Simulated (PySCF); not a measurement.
Bonds: C1-C2, C2-Si3, Si3-C4, C4-C5, C4-C6, C4-C7, C7-N8. C1 carries H9, H10, H11; C2 carries H12, H13; Si3 carries H14, H15; C5 carries H16, H17, H18; C6 carries H19, H20, H21; C7 carries H22; N8 carries H23.

PySCF calculation with GIAO PBE0/pcSseg-1 shieldings and coordinates at the GFN2-xTB level; single conformer, relativity neglected, gas phase, fast rotation and ring inversion assumed for equivalent nuclei.

δ = σ(ref) − σ, references computed at the same level: ¹³C, ¹H, ²⁹Si against TMS; ¹⁵N vs NH3.

| atoms | nucleus | count | Hirshfeld charge | δ (ppm) |
| --- | --- | --- | --- | --- |
| C1 | ¹³C | 1 | -0.12 | 10.1 |
| N8 | ¹⁵N | 1 | -0.24 | 341.2 |
| C5/C6 | ¹³C | 2 | -0.12 | 22.2 |
| C2 | ¹³C | 1 | -0.16 | ? |
| H9/H10/H11 | ¹H | 3 | 0.04 | 1.06 |
| H22 | ¹H | 1 | 0.04 | 7.91 |
| H23 | ¹H | 1 | 0.10 | 10.40 |
| H16/H17/H18/H19/H20/H21 | ¹H | 6 | 0.04 | 1.15 |
| C7 | ¹³C | 1 | 0.05 | ? |
| H14/H15 | ¹H | 2 | -0.08 | 3.86 |
| Si3 | ²⁹Si | 1 | 0.34 | ? |
| H12/H13 | ¹H | 2 | 0.04 | ? |
| C4 | ¹³C | 1 | -0.06 | 35.0 |

Complete the table.

Results:


- C7: 183.1 ppm, carbon bonded to C, N, H
- C2: 3.3 ppm, carbon bonded to C, Si, 2 H
- H12/H13: 0.66 ppm, hydrogen on a carbon bonded to C, Si
- Si3: -23.0 ppm, silicon bonded to 2 C, 2 H

OH and NH positions are those of a molecule without intermolecular hydrogen bonds; in solution they move with solvent, concentration and temperature, and exchange usually removes their couplings. Shifts are as computed. Against solution values, carbons near 30 ppm lie about +3 ppm off and those near 130 ppm about +5 ppm. Of 1211 compounds with measured shifts, 218 miss one by over three times the rms of a fit or turn the order of signals round; such compounds aren't used in these exercises. Experimental scales use liquid or dissolved standards, which lie at an offset from isolated NH3 (liquid NH3: subtract about 20 ppm). Unscaled 15N shifts of sp2 nitrogen come out 20 to 40 ppm too high even then.
